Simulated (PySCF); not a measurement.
BH2, SMILES [BH2+], charge +1.

The structure is a stationary point at PBE-D3(BJ)/def2-TZVPD.

The numbers are results of PySCF with PBE-D3(BJ)/def2-TZVPD, not measurements.

Frequencies are harmonic and unscaled.

Modes within 1.5 cm⁻¹ of each other (mostly degenerate sets) share a row, with their intensities summed.

| mode | ν (cm⁻¹) | IR (km/mol) | moving atoms (share of kinetic energy) |
|---|---|---|---|
| 1–2 | 977 | 57.1 | H 84 %, B 16 % |
| 3 | 2593 | 0.0 | H 100 % |
| 4 | 2885 | 40.5 | H 84 %, B 16 % |
